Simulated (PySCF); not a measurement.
A side-by-side comparison of computed properties.

First species: C6H13N.
InChI=1S/C6H13N/c1-6(2)4-3-5-7/h4H,3,5,7H2,1-2H3

Second species: 2,2-dimethylpyrrolidine, C₆H₁₃N.
InChI=1S/C6H13N/c1-6(2)4-3-5-7-6/h7H,3-5H2,1-2H3

Levels: PBE0/def2-SVPD for HOMO energy, LUMO energy, HOMO–LUMO gap and static isotropic polarisability; TDDFT PBE0/def2-SVPD for lowest singlet excitation; TDA PBE0/def2-SVPD for lowest triplet excitation (Tamm–Dancoff). Geometries: GFN2-xTB. All species are isolated and taken at one optimised geometry, non-relativistic unless stated. Electronic properties by PySCF.

Dipoles, sizes and rotational constants follow the conformer. The torsions of the flexible species, by atom-mapped SMILES:
- `[CH3:1][C:2]([CH3:3])=[CH:4][CH2:5][CH2:6][NH2:7]`: C2–C4–C5–C6 102°, C4–C5–C6–N7 -177°, H–N7–C6–C5 -63°, H–N7–C6–C5 178°

The conformers of `CC1(C)CCCN1` aren't listed.

```json
{"property": "HOMO energy", "column X": "-6.63 eV", "column Y": "-6.16 eV"}
{"property": "LUMO energy", "column X": "0.66 eV", "column Y": "0.65 eV"}
{"property": "HOMO–LUMO gap", "column X": "7.29 eV", "column Y": "6.81 eV"}
{"property": "lowest singlet excitation", "column X": "6.20 eV", "column Y": "5.66 eV"}
{"property": "lowest triplet excitation (Tamm–Dancoff)", "column X": "4.33 eV", "column Y": "5.50 eV"}
{"property": "static isotropic polarisability", "column X": "85.1 au", "column Y": "78.1 au"}
```

(1) Which column belongs to which species?

(2) How does each property change from the first species to the second?

Results:

(1) Column X is the first species and column Y the second. The first has 20 atoms and 56 electrons, the second 20 and 56.

(2) HOMO energy +0.47 eV; LUMO energy -0.01 eV; HOMO–LUMO gap -0.48 eV; lowest singlet excitation -0.54 eV; lowest triplet excitation (Tamm–Dancoff) +1.17 eV; static isotropic polarisability -7.0 au.

On the first: No computed singlet falls in the visible range (750 to 380 nm, 1.65 to 3.26 eV); S1 lies 2.94 eV above its blue end. The vertical singlet–triplet gap S1 − T1 is 1.87 eV (TDDFT singlet less Tamm–Dancoff triplet; S1: HOMO→LUMO, weight 0.46; T1: HOMO→LUMO, weight 0.41, beside HOMO→LUMO+1, weight 0.29).

On the second: The vertical singlet–triplet gap S1 − T1 is 0.16 eV (TDDFT singlet less Tamm–Dancoff triplet; S1: HOMO→LUMO, weight 0.94; T1: HOMO→LUMO, weight 0.88). The 6 singlets span 5.66 to 7.37 eV, and their oscillator strengths add up to 0.06.
